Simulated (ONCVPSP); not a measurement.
**Potentials for Zn (Z = 30) compared**

Generated with ld1.x 7.5 (TM, RRKJ, ultrasoft, PAW), atompaw 4.2 or ONCVPSP 4.0.1. The cutoff is in Ry: for ld1.x and atompaw files where the sum of valence levels is converged to 10 mRy in a Bessel basis, for ONCV files where the hardest occupied wave has 1 mHa per electron of residual kinetic energy. The error is the largest all-electron minus pseudo excitation energy over each file’s own four to seven test configurations (ionisations up to +4, promotions, holes and added fractions of an electron), all of which were solved. The labels leave out finer settings (local radius, basis sizes, second energies), which also bear on the numbers. Spin-polarised tests are not counted. The rows are a selection from randomly drawn settings: files with unsolved tests, undetermined cutoffs or missed reference levels are left out.

```tsv
potential	cutoff (Ry)	largest error (meV)	bound ghosts
ONCV, PBE, scalar-relativistic, rc 1.20/0.75/0.90 (spd), local smoothed, core correction no, reference 3s2 3p6 3d10 4s2, qcut 8.8/11.3/20.6, projectors 2/2/2	293	-105	none
ONCV, PBE, scalar-relativistic, rc 1.05/0.95/1.10 (spd), local smoothed, core correction no, reference 3s2 3p6 3d10, qcut 14.1/17.8/16.2, projectors 1/2/2	186	+974	none
ONCV, PW91, scalar-relativistic, rc 1.15/0.90/0.75 (spd), local smoothed, core correction no, reference 3s2 3p6 3d10 4s2, qcut 13.8/18.8/24, projectors 2/2/2	365	-29	none
ONCV, LDA (Perdew-Zunger), scalar-relativistic, rc 1.25/1.10/0.95/1.20 (spdf), local smoothed, core correction yes, reference 3s2 3p6 3d10 4s1, qcut 11.3/13.4/20.1/10.4, projectors 2/2/2/2	259	-6.0	none
ONCV, PBEsol, scalar-relativistic, rc 1.95/1.10/1.05 (spd), local smoothed, core correction yes, reference 3p6 3d10 4s2, qcut 3.2/11.9/16, projectors 1/2/2	191	+56	none
ONCV, PBE, scalar-relativistic, rc 1.25/0.80/1.20/1.05 (spdf), local smoothed, core correction no, reference 3s2 3p6 3d10 4s2, qcut 10.4/18.5/12.7/12.3, projectors 3/2/2/2	212	+26	none
```

Problem. Fill in the row for Zn: ONCV, PBEsol, scalar-relativistic, rc 1.15/0.95/0.90 (spd), local d, core correction yes, reference 3s2 3p6 3d10 4s1, qcut 9/14.7/20.7, projectors 2/2/0.

Solution. cutoff 278 Ry, largest error -15 meV, bound ghosts: none.

Problem. Fill in the row for Zn: ONCV, PBE, scalar-relativistic, rc 1.20/1.00/1.00 (spd), local smoothed, core correction yes, reference 3s2 3p6 3d10 4s2, qcut 10.5/16.3/12.2, projectors 2/2/2.

Solution. cutoff 163 Ry, largest error -291 meV, bound ghosts: none.
